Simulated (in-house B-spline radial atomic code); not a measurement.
A fraction x of an electron is added to 2p in C, starting from [He] 2s2 2p2 and keeping the highest spin. Level of theory: non-relativistic PBE, spin-polarised, spherical fractional occupations, point nucleus; calculated with an all-electron radial atomic-structure program (B-spline basis).

| x | E(x) - E(0) (eV) | 2p up level (eV) |
| --- | --- | --- |
| 0 | 0.0000 | -6.099 |
| 0.1 | -0.5599 | -5.106 |
| 0.2 | ? | ? |
| 0.3 | -1.3912 | -3.233 |
| 0.4 | -1.6704 | -2.358 |
| 0.5 | ? | ? |
| 0.6 | -1.9780 | -0.753 |
| 0.7 | -2.0170 | -0.039 |

Problem. What belongs in the row x = 0.2?

Solution. An energy change of -1.0224 eV; 2p up at -4.150 eV.

Problem. What belongs in the row x = 0.5?

Solution. An energy change of -1.8643 eV; 2p up at -1.529 eV.

Problem. Check Janak's theorem between x = 0.3 and 0.4.

Solution. The slope of the energy is -2.79 eV; the orbital levels give -2.80 eV (ε of the filling orbital, averaged over the two points).

Problem. Up to what added charge does this functional bind the extra electron?

Solution. The highest level rises by about 7.1 eV per electron near x = 0.7 and would reach zero near x = 0.71, so a whole extra electron isn't bound at the basis-set limit.
